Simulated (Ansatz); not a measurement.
A set of 12 reactions (ligand exchange), with CCSD(T)/CBS values in kJ/mol:

```json
{"reaction": "`O=C[NH][GeH3]` + `[GeH3][TeH]` → `[GeH3][Te][GeH3]` + `NC=O`", "ΔE": "-54.7"}
{"reaction": "`B[Te][SiH2]N` + `BNC` → `BN(C)[SiH2]N` + `B[TeH]`", "ΔE": "11.9"}
{"reaction": "`N[Si](N)(F)[SiH3]` + `NCS` → `NCS[SiH3]` + `N[SiH](N)F`", "ΔE": "-66.1"}
{"reaction": "`CSCS[SiH3]` + `[OH][InH][Br]` → `[SiH3][O][InH][Br]` + `CSCS`", "ΔE": "-49.5"}
{"reaction": "`C=C=C[SiH2]C` + `[SiH3][TeH]` → `C[SiH2][Te][SiH3]` + `C=C=C`", "ΔE": "-55.3"}
{"reaction": "`[SiH3]C1=CN1` + `C[O][Ga]([OH])[Br]` → `C[O][Ga]([Br])[O][SiH3]` + `C1=CN1`", "ΔE": "-67.0"}
{"reaction": "`C[C](=N)[GeH3]` + HCl → `[Cl][GeH3]` + `CC=N`", "ΔE": "-84.6"}
{"reaction": "`O[SiH2][GeH2][OH]` + `NCF` → `[OH][GeH2][NH]CF` + `O[SiH3]`", "ΔE": "-19.6"}
{"reaction": "`[SiH3]/C=C/[SiH3]` + `OC([SiH3])S` → `[SiH3]OC([SiH3])S` + `C=C[SiH3]`", "ΔE": "-101.9"}
{"reaction": "`O[SiH](Cl)Br` + HCl → `O[SiH](Cl)Cl` + HBr", "ΔE": "-4.3"}
{"reaction": "`B[CH](C)[ZnH]` + `C=C(S)Cl` → `BSC(=C)Cl` + `C[CH2][ZnH]`", "ΔE": "-38.9"}
{"reaction": "`N[Si@H](O)N[Si@@H](N)F` + `[SiH3]S` → `N[SiH](O)S[SiH3]` + `N[SiH](N)F`", "ΔE": "10.0"}
```

Gas-phase electronic energies from Ansatz, PBE0-D4/def2-TZVP geometries. CBS: MP2 limit from def2 TZ/QZ plus the TZ coupled-cluster correction, frozen cores. This one scheme is used for every species. DFT in def2-TZVPP. B3LYP here is the variant with VWN-RPA as its local correlation; programs differ in this. def2 core potentials past Kr. For Br, Ga, Ge, In, Te, Zn outer-core shells are correlated without core-valence functions, which leaves a few kJ/mol of doubt a bond. Scalar relativity is left out up to krypton. Each species was taken in one conformer, which may not be the lowest.

(1) Give the mean, mean absolute and largest difference (level minus CCSD(T)/CBS, kJ/mol) for: PBE-D4, r2SCAN-D4, B3LYP-D4, ωB97M-V, B2PLYP, PBE, r2SCAN, PBE0, HF/def2-TZVPP, MP2/def2-TZVPP, CCSD(T)/def2-TZVPP, HF/def2-QZVPP, HF/CBS(def2), CCSD/CBS(def2). (Best estimate.)

The largest T1 diagnostic in the set is 0.016, for `NC=O` (customary mark 0.02).

CCSD(T)/CBS is a level of theory with its own doubt, and the functionals carry their triple-zeta basis error, so these figures describe this set and don't rank the functionals.

Results:

(1) Computed: 
```tsv
level	mean	mean absolute	largest
PBE-D4	6.5	9.1	19.2
r2SCAN-D4	1.4	3.9	7.3
B3LYP-D4	0.1	3.4	6.8
ωB97M-V	-0.4	2.3	-7.3
B2PLYP	-1.2	3.3	-9.1
PBE	6.4	9.7	19.4
r2SCAN	1.4	4.1	7.9
PBE0	3.3	7.2	15.3
HF/def2-TZVPP	-9.2	11.8	-32.8
MP2/def2-TZVPP	-2.1	2.4	-9.8
CCSD(T)/def2-TZVPP	0.3	3.5	7.6
HF/def2-QZVPP	-9.5	12.3	-33.6
HF/CBS(def2)	-9.6	12.3	-33.7
CCSD/CBS(def2)	-1.2	1.5	-5.0
```
